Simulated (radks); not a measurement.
Q: Species: F II. Configuration: [He] 2s2 2p4. All-electron calculation, non-relativistic Kohn-Sham, XLYP, spin-polarised, spherical densities, point nucleus; open shells are filled with parallel spins first. Program: a radial shooting solver on a logarithmic mesh with Libxc functionals. Some entries of the table are withheld. Estimate them.

orbital,occ.,eigenvalue (eV),<1/r> (bohr^-1),r(max) (bohr)
1s up,1,-684.9651,(1),0.1146
1s down,1,-683.3841,(2),0.1145
2s up,1,-48.7748,(3),0.7483
2s down,1,-44.9076,(4),0.7566
2p up,3,-29.9354,1.395,0.6717
2p down,1,-26.0847,1.348,0.6868

A: 
(1) 1s up <1/r> (bohr^-1): 8.611
(2) 1s down <1/r> (bohr^-1): 8.624
(3) 2s up <1/r> (bohr^-1): 1.529
(4) 2s down <1/r> (bohr^-1): 1.495
